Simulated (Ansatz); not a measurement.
Two structures of GaH$_{2}$F, singlet, reached by relaxing down either side of one saddle point (PBE0-D4/def2-TZVP). Energies are electronic, without zero-point energy. Program: Ansatz 0.2.0. Basis: def2-TZVPP and def2-QZVPP. Cores are frozen in the correlated methods. Filled d shells of the heavier atoms are correlated. The def2 sets are not built for correlating such inner shells, so the correlated values are less sure here. Extrapolation: Hartree–Fock as exp(−7.88 √X), correlation as X^−2.97. First:

Ga1  (-0.104, 0.069, -0.007)
F2  (1.358, -0.902, 0.093)
H3  (-0.758, 0.078, -1.419)
H4  (-0.496, 0.755, 1.333)
(Å)

Second:

| atom | x (Å) | y (Å) | z (Å) |
| --- | --- | --- | --- |
| Ga1 | -0.4279 | 0.5293 | 0.7570 |
| F2 | 0.9723 | -1.2024 | -1.7186 |
| H3 | 0.5784 | -0.7147 | -1.0207 |
| H4 | -1.1229 | 1.3879 | 1.9823 |

Question: Which bonds change from the first to the second?

Answer: GaH₂F ([F][GaH2]) → GaH + HF; bonds formed: F2–H3; bonds broken: Ga1–F2, Ga1–H3.

Question: Give the saddle point's structure and its height above each. (Judge from chemistry; the value comes from the calculation.)

Answer: By the calculation: 59.53 kcal/mol above the first and 25.38 kcal/mol above the second (CCSD(T) at an estimated basis limit (MP2 extrapolated from triple and quadruple zeta, plus CCSD(T) − MP2 in triple zeta)).
```json
{"atom": "Ga1", "x (Å)": "-0.5388", "y (Å)": "0.4027", "z (Å)": "0.1064"}
{"atom": "F2", "x (Å)": "0.9743", "y (Å)": "-0.8263", "z (Å)": "-0.5077"}
{"atom": "H3", "x (Å)": "-0.0082", "y (Å)": "-0.3793", "z (Å)": "-1.2360"}
{"atom": "H4", "x (Å)": "-0.4273", "y (Å)": "0.8029", "z (Å)": "1.6373"}
```

No T1 diagnostic of these runs exceeds 0.019. The restricted Hartree–Fock reference is unstable towards an unrestricted one at one or more of these structures.

Labels in which every atom is bracketed show which atoms are joined, not bond orders.

For scale, one of the runs: CCSD(T)/def2-TZVPP, 107 basis functions, launched by `ansatz run in.yaml --threads 2 --pin off --events-out ev --progress --plain --max-ram 4352MiB`. Hardware: 2 CPU threads of an Arm Neoverse V2, shared host. Wall time about 4.2 s.
